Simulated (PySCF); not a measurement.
Tc⁺ (technetium, charge +1) across methods

[Kr] 4d4 5s1 5p1, one real determinant (an excited configuration). All numbers are calculated (PySCF 2.14, scalar relativity through the core potential, in aug-cc-pwCVDZ-PP with ECP28MDF (6s6p5d3f, 70 functions)).

| method | E (hartree) | mean ε 4d α (eV) | mean ε 5s α (eV) | mean ε 5p α (eV) | Σ⟨r²⟩ (bohr²) | ⟨S²⟩ |
| --- | --- | --- | --- | --- | --- | --- |
| LDA | -79.6632 | -19.200 | -14.438 | -9.206 | 46.73 | 12.000 |
| MN15 | -79.6819 | -21.402 | -15.755 | -10.228 | 46.65 | 12.001 |
| CAM-B3LYP | -79.8106 | -22.303 | -16.337 | -10.951 | 46.71 | 12.001 |
| UHF | -79.34583 | -25.910 | -17.522 | -11.983 | 47.29 | 12.003 |
| PBE0 | -79.8551 | -21.057 | -15.152 | -9.968 | 46.67 | 12.001 |
| PBE | -79.8635 | -19.206 | -14.198 | -9.141 | 46.74 | 12.000 |
| B3LYP | -79.8774 | -20.541 | -14.872 | -9.670 | 46.76 | 12.000 |
| BLYP | -79.8133 | -18.889 | -13.932 | -8.846 | 46.84 | 12.000 |
| r2SCAN | -79.9033 | -19.717 | -14.511 | -9.311 | 46.42 | 12.001 |

⟨L²⟩ = 8.00 against 12 for a pure F term, so this real determinant mixes terms. Energies and moments cover only the electrons outside the core potential.
